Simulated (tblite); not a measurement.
Compound: C5H13BrSi2.
Atom-mapped SMILES: `[CH3:1][SiH2:2][Si@@H:3]([Br:4])[CH:5]1[CH2:6][CH2:7][CH2:8]1` (hydrogens: H9, H10, H11 on C1; H12, H13 on Si2; H14 on Si3; H15 on C5; H16, H17 on C6; H18, H19 on C7; H20, H21 on C8)

Computed with GFN2-xTB (tblite), gas phase: L-BFGS steps from a force-field or distance-geometry start until the largest atomic force falls under 0.01 eV/Å.

Geometry at step 20:
```
atom  x, y, z in Å
C1      3.2500   -0.4976   -0.3742
Si2     2.4595    0.5613    1.0041
Si3     0.2409    1.0542    0.4773
Br4     0.0707    2.6372   -1.1201
C5     -0.7334   -0.4976   -0.0755
C6     -1.9793   -0.7082    0.8071
C7     -2.7924    0.0334   -0.2538
C8     -1.6942   -0.3026   -1.2628
H9      2.8336   -0.2668   -1.3536
H10     4.3236   -0.3360   -0.4360
H11     3.0983   -1.5589   -0.1864
H12     2.5118   -0.1699    2.2818
H13     3.2433    1.7863    1.2083
H14    -0.5370    1.7162    1.5310
H15    -0.0691   -1.3641   -0.1671
H16    -2.2535   -1.7602    0.8484
H17    -1.9870   -0.2968    1.8160
H18    -2.8416    1.1016   -0.0473
H19    -3.7914   -0.3317   -0.4627
H20    -1.9025   -1.2450   -1.7720
H21    -1.4592    0.4622   -1.9989
```

Problem. Give the atomic forces at this geometry.

Solution. 
| atom | Fx (eV/Å) | Fy (eV/Å) | Fz (eV/Å) |
| --- | --- | --- | --- |
| C1 | -0.024 | 0.044 | 0.054 |
| Si2 | 0.011 | -0.014 | -0.045 |
| Si3 | 0.152 | -0.135 | 0.068 |
| Br4 | 0.076 | -0.021 | -0.009 |
| C5 | 0.006 | 0.073 | -0.026 |
| C6 | 0.030 | -0.046 | -0.003 |
| C7 | -0.097 | -0.022 | 0.031 |
| C8 | -0.013 | 0.070 | 0.013 |
| H9 | 0.017 | -0.019 | 0.049 |
| H10 | -0.040 | 0.013 | 0.043 |
| H11 | -0.037 | 0.050 | -0.040 |
| H12 | -0.033 | 0.014 | -0.078 |
| H13 | -0.046 | -0.012 | -0.065 |
| H14 | 0.017 | 0.021 | 0.017 |
| H15 | -0.045 | 0.065 | 0.060 |
| H16 | -0.038 | -0.056 | 0.078 |
| H17 | 0.081 | -0.018 | -0.007 |
| H18 | 0.002 | 0.013 | -0.029 |
| H19 | -0.132 | -0.064 | -0.029 |
| H20 | 0.062 | 0.067 | -0.022 |
| H21 | 0.050 | -0.023 | -0.061 |

The largest, 0.21 eV/Å, acts on Si3; the rms over all components is 0.053 eV/Å. The forces sum to zero within rounding, as they must for an isolated molecule in no field.

Problem. Give the force on Si3 in Eh/bohr and in nN.

Solution. 0.214 eV/Å ÷ 51.422 = 0.00417 Eh/bohr, and 0.214 eV/Å × 1.602 = 0.34 nN.

Problem. How far is this geometry from the end of the optimisation?

Solution. 0.140 eV above it, and 0.866 Å rms away after alignment. The bonds farthest from their final lengths, with half the difference of the two atoms' forces along the bond (positive lengthens):

| bond | now (Å) | final (Å) | force along bond (eV/Å) |
| --- | --- | --- | --- |
| Si3–C5 | 1.914 | 1.899 | -0.03 |
| Si2–Si3 | 2.333 | 2.321 | -0.09 |
| C1–Si2 | 1.909 | 1.897 | -0.06 |
| C6–C7 | 1.529 | 1.534 | +0.03 |
| C7–C8 | 1.529 | 1.534 | +0.03 |
| C7–H19 | 1.084 | 1.088 | +0.03 |

The angle farthest from its final value is Br4–Si3–C5, 109.0° against 104.2°.

Of the 3 listed bonds off by 0.010 Å or more, this force points towards the final length in 3.

What follows is the cost of the whole relaxation. The run took 3.4 s wall on one thread of an Arm Neoverse N1, shared host with 64 logical CPUs at a one-minute load of 62.
